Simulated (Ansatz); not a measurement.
A nudged elastic band was laid between two geometries of CH6OSiSn (10 atoms, charge 0, multiplicity 1).

All numbers below come from Ansatz, RKS PBE0-D4/def2-SVP.

```yaml
movable_images: 5
climbing_image: yes
spring: 5.0 eV/Å²
optimiser: quadratic models (default)
start_path: through a guess of the saddle point
force_threshold: 0.05 eV/Å
iteration_limit: 60
end_points: relaxed
```

First end point:

```xyz
10
Properties=species:S:1:pos:R:3
C -0.917 0.645 -0.663
O -0.856 -0.735 -0.962
Sn 0.650 -1.512 0.174
Si 0.448 0.993 0.661
H -1.917 0.929 -0.276
H -0.748 1.262 -1.568
H 1.852 -2.198 -0.844
H 0.024 -2.735 1.207
H -0.025 1.406 2.019
H 1.571 1.894 0.254
```

Last end point:

```xyz
10
Properties=species:S:1:pos:R:3
C -0.870 0.309 -0.351
O -0.649 -1.105 -0.521
Sn 1.183 -1.710 0.964
Si 0.680 0.888 0.656
H -1.795 0.487 0.225
H -0.980 0.791 -1.337
H 2.245 -1.643 -0.465
H -1.452 -1.573 -0.778
H 0.196 1.721 1.806
H 1.527 1.784 -0.195
```

Problem. Which bonds break or form, and what moves?

Solution. Bonds broken: Sn3–H8. Bonds formed: O2–H8.

Problem. What energy profile does the band end with?

Solution. The run converged. The highest image is number 3 of 0 to 6, 1.88 eV above the first end and 2.31 eV above the last; the last end lies 0.43 eV below the first. Neighbouring images differ by up to 1.6 eV, so the band resolves the path poorly. A vibrational analysis at the climbing image gives one clearly imaginary mode, 1305i cm⁻¹: a first-order saddle point. The orbitals stay closed-shell, which can raise the energy where a bond breaks towards radicals; this wasn't checked here.

```csv
image,path coordinate (Å),energy (eV),Sn3–H8 (Å),O2–H8 (Å)
0,0.00,0.00,1.72,3.08
1,0.90,0.02,1.72,3.06
2,1.79,0.38,1.70,2.56
3,2.69,1.88,1.76,1.57
4,3.26,0.25,2.16,1.01
5,3.84,-0.31,2.74,0.96
6,4.42,-0.43,3.16,0.96
```

Problem. What is the geometry of the highest image?

Solution. 
```xyz
10
Properties=species:S:1:pos:R:3
C -0.934 0.483 -0.492
O -0.589 -0.767 -1.067
Sn 0.818 -1.603 0.467
Si 0.548 0.949 0.659
H -1.856 0.427 0.122
H -1.152 1.212 -1.294
H 2.255 -2.194 -0.292
H -0.852 -1.906 -0.014
H 0.228 1.622 1.957
H 1.618 1.726 -0.043
```

The run took 4.3 min on 2 threads of Arm Neoverse V2, on a shared host, peak memory 0.24 GiB.
